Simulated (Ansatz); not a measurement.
Several settings on one geometry of dimethylphenylsulfonium dicyanamide, `C[S+](C)c1ccccc1.N#C[N-]C#N` (that of the charge 0 singlet, PBE-D4/def2-SVP). Ansatz on 4 threads of Arm Neoverse V2 on a shared host; times are rough.

```
atom    x (Å)    y (Å)    z (Å)
  C1   2.0247   1.1832   0.2784
  S2   1.2226  -0.1986  -0.5913
  C3   1.3832   0.4154  -2.3206
  C4  -0.5334   0.0360  -0.3123
  C5  -1.2907  -1.1333  -0.1326
  C6  -2.6684  -1.0111   0.1042
  C7  -3.2687   0.2547   0.1545
  C8  -2.4954   1.4152  -0.0283
  C9  -1.1185   1.3147  -0.2623
 H10   1.6147   1.1582   1.3040
 H11   3.0998   0.9230   0.3128
 H12   1.8328   2.1379  -0.2433
 H13   2.4648   0.4311  -2.5562
 H14   0.8707  -0.3207  -2.9671
 H15   0.9325   1.4186  -2.4381
 H16  -0.8187  -2.1250  -0.1290
 H17  -3.2608  -1.9210   0.2778
 H18  -4.3479   0.3433   0.3496
 H19  -2.9658   2.4088   0.0200
 H20  -0.5172   2.2266  -0.3918
 N21   3.8102  -1.3682   1.4275
 C22   2.6586  -1.4055   1.7165
 N23   1.3702  -1.2059   1.9170
 C24   0.4659  -2.1304   2.1692
 N25  -0.4651  -2.8470   2.3410
```

Totals from different functionals, basis sets or treatments of relativity can't be compared as stabilities.

The 6-31G sets use Cartesian d functions.

The spins typed aren't always the lowest for that charge.

Q: Give the basis size and estimate the energy, ⟨S²⟩, dipole and time of these runs.

```json
{"run": "1", "method": "RKS PBE0/6-31++G**", "charge": "0", "state": "singlet", "further keys": "nuclear_model: gaussian; scf: {omitted_lower_state_checks: [starts]}"}
{"run": "2", "method": "UKS rPW86-PBE-D4/6-31G", "charge": "0", "state": "triplet", "further keys": "scf: {omitted_lower_state_checks: [starts]}; forces asked"}
{"run": "3", "method": "RKS r2SCAN0-D4/6-31++G**", "charge": "0", "state": "singlet", "further keys": "scf: {omitted_lower_state_checks: [starts]}; forces asked"}
```

A: 
| run | functions | energy (Eh) | ⟨S²⟩ | dipole (D) | wall time |
| --- | --- | --- | --- | --- | --- |
| 1 | 336 | -949.2467 | – | – | 17 s |
| 2 | 152 | -951.3068 | 2.01 | 5.67 | 21 s |
| 3 | 336 | -949.6242 | – | 12.81 | 36 s |
